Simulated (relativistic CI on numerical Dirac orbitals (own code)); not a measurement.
## Hyperfine structure of Xe IV, mass number 131

Computed by Dirac-Coulomb-Breit CI, orbitals from a KLI potential per configuration, model QED, valence Slater integrals scaled by 0.85, P86 correlation energy added to each configuration (own radial code, finite nucleus).

Configuration list (outside the closed core [Kr] 4d10): 5s2 5p3, 5s 5p4, 5s2 5p2 5d, 5p5, 5s2 5p2 5f, 5s 5p3 5d, 5s2 5p2 6s, 5s2 5p2 5g, 5s2 5p2 6p, 5s2 5p2 4f, 5s 5p3 5f, 5s2 5p2 6d, 5s2 5p2 7s, 5s 5p3 5g, 5s2 5p 5d2, 5s2 5d3, 5s2 5d2 5f, 5s 5p 5d3, 5s2 5d2 6s, 5s2 5d2 5g. Double excitations out of closed p, d and f shells are left out; levels of such configurations are missing from the list, as are those of other unlisted configurations, and high levels can miss mixing partners. These lack a partner that the ground configuration has and come out too high: 5s2 5p2 6p, 5s2 5p2 4f, 5s 5p3 5f, 5s2 5p2 6d, 5s2 5p2 7s.

Nuclear spin I = 3/2, μ = 0.69185 μN, Q = -0.114 b (tables of Stone and Pyykkö). The electronic factors are computed for point nuclear moments, without core polarisation; leaving it out makes A of s and p electrons in near-neutral atoms 20 to 40 % too small, and it can dominate for d and f shells.

| Level | E (eV) | A (MHz) | B (MHz) |
| --- | --- | --- | --- |
| 5s2 5p3 2D°_3/2 | 1.6386 | 387.1 | -285 |
| 5s2 5p3 2D°_5/2 | 2.1657 | 1387 | 6.43 |
| 5s2 5p3 2P°_1/2 | 3.3923 | 4277 |  |
| 5s2 5p3 2P°_3/2 | 4.3196 | 702.1 | 327 |
| 5s 5p4 4P_5/2 | 12.8571 | 3767 | -266 |
| 5s 5p4 4P_3/2 | 13.7405 | 3088 | 229 |
| 5s 5p4 4P_1/2 | 14.0337 | 8794 |  |
| 5s 5p4 2D_3/2 | 15.9181 | -972.5 | 356 |

Levels with J = 0, under 50 % of one LS term, or S terms without an open s electron are left out. Small factors come from cancelling terms and can be off by tens of per cent or more.

Correlation outside the listed configurations is missing or only estimated: errors of thousands of cm⁻¹ between configurations and terms are usual at this charge. Rates and lifetimes follow the computed energies and can be off by large factors. The fine structure of a lone outer electron comes out too small, for d and f at times inverted, and misplaced configurations move strength between like terms. 31 of the 69 excited levels that our extract of the measured tables holds in this range could be paired (the sources list more); they are missed by 7296 cm⁻¹ on average and 12208 at most, and levels without a partner can miss by more.

(1) Give the hyperfine levels of 5s2 5p3 2P°_1/2 relative to its centre of gravity.

## Answers

(1) With K = F(F + 1) − I(I + 1) − J(J + 1), E = AK/2: F = 1: -5346, F = 2: 3208 MHz.

LS names give the leading component of a level, which can be under half, so a name can repeat, a term be missing and a line seem to break the LS rules.
